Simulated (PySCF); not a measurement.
Trend along group 15: MHg molecules

PBE with double-zeta basis sets in PySCF, for the lowest determinant that a PBE0 search found; no spin–orbit coupling. De refers to high-spin ground-configuration atoms. A positive dipole means M(−)Hg(+).

| M | basis | state (unpaired electrons) | Re (Å) | ωe (cm⁻¹) | De (eV) | μ (D) |
| --- | --- | --- | --- | --- | --- | --- |
| P | def2-SVPD | quartet (σ ↑, π ↑↑) | 2.914 | 91.9 | 0.16 | 0.25 |
| Sb | def2-SVP | quartet (σ ↑, π ↑↑) | 3.366 | 38.3 | 0.09 | -0.04 |
| Bi | def2-SVP | quartet (σ ↑, π ↑↑) | 3.457 | 32.9 | 0.09 | -0.17 |

The shortest bond is that of HgP (2.914 Å), the longest that of HgBi (3.457 Å).

The rows differ in basis set, which adds steps of its own.

Down a group the atoms grow and get heavier, so bonds lengthen and wavenumbers fall; this series shows no clear exception.

Weak bonds: HgBi, HgP, HgSb. Basis-set superposition, not corrected here, can be much of De in a small basis, most of all at correlated wavefunction levels. Functionals without a dispersion term scatter widely for such bonds, and LDA overbinds them. These are scalar-relativistic numbers at best; spin–orbit coupling would shift them, the dissociation energy most. States were picked by a PBE0 search and need not be the measured ground states.
